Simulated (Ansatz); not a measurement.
The same path of BH5N2 + ClH (10 atoms, charge 0, multiplicity 1) was run 3 times with different band settings. Lost on the way: B1–H2, Cl9–H10. Made: B1–Cl9, H2–H10.

These are results of RKS PBE-D4/6-31G* in Ansatz 0.2.0, not measurements.

Relaxed end points:

```xyz
10
Properties=species:S:1:pos:R:3
B -0.208 -0.532 -0.159
H -0.179 -1.423 0.650
N 0.965 0.327 -0.287
H 1.853 -0.052 0.043
H 1.103 0.855 -1.152
N -1.374 -0.299 -0.909
H -2.225 -0.829 -0.745
H -1.501 0.482 -1.550
Cl 0.480 2.750 1.516
H 0.700 1.622 0.762
```

```xyz
10
Properties=species:S:1:pos:R:3
B -0.342 0.853 -0.619
H 1.020 -0.674 2.633
N 0.966 0.305 -0.679
H 1.192 -0.561 -1.159
H 1.774 0.817 -0.341
N -1.502 0.238 -1.147
H -1.502 -0.669 -1.605
H -2.423 0.648 -1.031
Cl -0.542 2.445 0.214
H 0.973 -0.500 1.903
```

Common settings: spring 5.0 eV/Å²; optimiser quadratic models (default); start path through a guess of the saddle point; iteration limit 60; end points relaxed.

| run | movable images | climbing image | force threshold |
| --- | --- | --- | --- |
| 1 | 5 | yes | 0.05 eV/Å |
| 2 | 8 | no | 0.05 eV/Å |
| 3 | 5 | yes | 0.2 eV/Å |

**Question.** What does each run give, and how far can it be trusted?

**Answer.** Run 1: converged after 32 iterations, highest image 1.580 eV above the first end. Beside the main top the profile has a ripple of under 15 meV (maxima at images 3, 5), which may be a very shallow well or noise. Neighbouring images differ by up to 2.0 eV, so the band resolves the path poorly. A vibrational analysis at the climbing image gives one clearly imaginary mode, 708i cm⁻¹: a first-order saddle point.
Run 2: not converged after 60 iterations, highest image 0.462 eV above the first end. The band didn't meet its force threshold, so its energies are provisional: the largest band force was still 0.88 eV/Å, and over the last iterations the top moved between 0.40 and 0.46 eV. Neighbouring images lie up to 2.6 Å apart, so the band is torn or far too coarse.
Run 3: converged after 23 iterations, highest image 1.580 eV above the first end. The threshold of 0.2 eV/Å is loose, so the images may lie well off the minimum-energy path. Neighbouring images differ by up to 2.0 eV, so the band resolves the path poorly. Another band between the same ends (5 images) ends at a top of the same energy, where a vibrational analysis finds 1 clearly imaginary mode.
The orbitals stay closed-shell, which can raise the energy where a bond breaks towards radicals; this wasn't checked here.
